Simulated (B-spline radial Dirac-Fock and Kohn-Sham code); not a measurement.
**Binding energies of Ho²³⁺ at several levels of theory**

System: holmium as Ho²³⁺, configuration [Kr] 4d8.

The density-functional columns are spherical, spin-unpolarised Dirac-Kohn-Sham results without Breit or QED terms: −ε is minus the orbital energy of the initial state and ΔSCF the difference of two total energies. The reference in the last column comes from ΔSCF Dirac-Fock with Breit, self-energy and vacuum polarisation, finite nucleus, configuration average. All numbers are from a radial finite-basis atomic code, in eV; a selection of levels is shown. The Kohn-Sham columns are given as differences from the reference. For the 1s level of heavy atoms much of the gap between ΔSCF and the reference is the Breit and QED part, -251.2 eV here; for other levels the error of the functional can be larger.

| level | LDA −ε − DF | LDA ΔSCF − DF | Dirac-Fock |
| --- | --- | --- | --- |
| K | -265.0 | +237.9 | 56331.8 |
| L1 | -166.4 | -60.6 | 10122.4 |
| L2 | -125.7 | +4.3 | 9638.7 |
| L3 | -134.7 | -17.4 | 8792.2 |
| M1 | -90.6 | -47.8 | 2854.1 |
| M2 | -74.6 | -29.9 | 2644.5 |
| M3 | -73.4 | -31.0 | 2463.4 |
| N1 | -42.1 | -19.6 | 1089.5 |
| N2 | -32.5 | -10.1 | 1000.8 |
| N3 | -32.5 | -11.0 | 952.9 |
| N4,5 | -19.9 | +1.4 | 802.9 |

Values without a named source are computed, but for edge energies of neutral atoms, which are taken from tables.
